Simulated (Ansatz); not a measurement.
Cost and result for the atomization energy of `CB1[BH][AlH][SiH2]1` (12 atoms, 12 bonds).

```xyz
12

C    -1.1017   -0.9449   -1.6397
B    -0.4180    0.0470   -0.6742
B    -0.0270    1.3550    0.0498
Al    0.6336    1.6627    1.9354
Si    0.8764   -0.5085    0.9441
H    -0.3951   -1.6629   -2.0659
H    -1.6400   -0.4487   -2.4507
H    -1.8277   -1.5404   -1.0725
H     0.9507    1.9859   -0.3215
H     0.9975    2.7025    3.0619
H     2.0610   -1.3137    0.5347
H    -0.1097   -1.3339    1.6987
```

Total charge 0; spin multiplicity 1. The structure was optimised at the PBE0-D4/def2-TZVP level. Program: Ansatz. All runs use 4 threads of an AMD EPYC 7B13 on a shared host. Times are those of one run each, without the atoms' runs, and a repeat can differ threefold. Electronic energies, without spin–orbit coupling; frozen cores. CCSD(T)/CBS adds CCSD(T) − MP2 in def2-TZVPP to the MP2 limit, and its time is that of the two runs behind it. T1 = 0.020. HSE06 is the plane-wave form, built on full-range PBE exchange.

CCSD(T)/CBS is a level of theory with its own doubt, some kJ/mol a heavy atom from the limit and from the frozen cores, so smaller differences don't rank the functionals.

```tsv
level	functions	wall time	atomization (kJ/mol)	difference from CCSD(T)/CBS	per bond
LDA (SPW92)/def2-TZVPP	275	1.4 s	4467.9	550.1	45.8
BLYP-D4/def2-TZVPP	275	2.4 s	3903.5	-14.3	-1.2
PBE-D4/def2-TZVPP (with forces)	275	2.6 s	4013.3	95.5	8.0
BHLYP-D4/def2-TZVPP	275	3.1 s	3864.1	-53.7	-4.5
HSE06-D4/def2-TZVPP	275	3.3 s	3979.1	61.3	5.1
CCSD(T)/def2-SVP	113	3.7 s	3729.3	-188.5	-15.7
CAM-B3LYP-D4/def2-TZVPP	275	3.7 s	3937.3	19.5	1.6
r2SCANh-D4/def2-TZVPP	275	4.9 s	3985.6	67.8	5.6
PBE-QIDH/def2-TZVPP	275	6 s	3942.3	24.5	2.0
B97M-V/def2-TZVPP	275	7.5 s	4031.1	113.3	9.4
MP2/def2-QZVPP	521	24 s	3916.2	-1.6	-0.1
CCSD(T)/def2-TZVPP	275	91 s	3828.0	-89.8	-7.5
CCSD(T)/CBS(def2)	–	110 s	3917.8	0.0	0.0
```

At CCSD(T), def2-SVP lies −188.5 kJ/mol from the extrapolated value and def2-TZVPP −89.8 kJ/mol: correlation converges slowly with the basis, and small sets miss more of it in the bonded molecule than in its fragments. The D4 term adds +44.1 kJ/mol with B3LYP and +23.2 kJ/mol with PBE0; it sums over pairs of atoms, weighted by their polarisabilities, and B3LYP, whose exchange is more repulsive, gets the larger term. In def2-TZVPP, CCSD(T) changes the Hartree–Fock value by +859.7 kJ/mol (the triples alone add +60.8 kJ/mol) and MP2 by +895.2 kJ/mol; breaking electron pairs costs correlation energy, which Hartree–Fock lacks.

B3LYP here is the variant with VWN-RPA as its local correlation; programs differ in this.
